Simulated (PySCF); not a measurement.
**Two-component Hartree-Fock for Tm³⁹⁺ (thulium, charge +39)**

Start: [Ar] 3d10 4s2. Calculated with PySCF 2.14 in an even-tempered Gaussian basis (19 s from 1.9 bohr⁻², ratio 2.6; 15 p from 2.5 bohr⁻², ratio 2.6; 10 d from 2.5 bohr⁻², ratio 2.6; 6 f from 2.6 bohr⁻², ratio 2.8): generalised Hartree-Fock with the X2C-1e Hamiltonian and a Gaussian nucleus; spin-orbit coupling (SO) screened by Boettger's factors.

```tsv
spinor shell	electrons	ε, screened SO (eV)	weight of nominal j (screened SO)	rms radius, screened SO (bohr)
1s1/2	2	-61459.8	1.000	0.0227
2s1/2	2	-11943.5	1.000	0.0916
2p1/2	2	-11452.8	1.000	0.0781
2p3/2	4	-10463.7	1.000	0.0850
3s1/2	2	-4004.8	1.000	0.231
3p1/2	2	-3789.7	1.000	0.223
3p3/2	4	-3568.3	1.000	0.236
3d3/2	4	-3218.3	1.000	0.208
3d5/2	6	-3170.0	1.000	0.211
4s1/2	2	-1886.8	1.000	0.470
```

```tsv
quantity	screened SO
E (hartree)	-12626.62635
M_J	0
⟨J²⟩	0.000
⟨L²⟩	0.045
⟨S²⟩	0.045
```

Breit and QED terms are absent; they matter most for the inner s and p1/2 levels.

Densities and radii are taken from the X2C orbitals without a picture-change correction, which distorts them close to the nucleus.
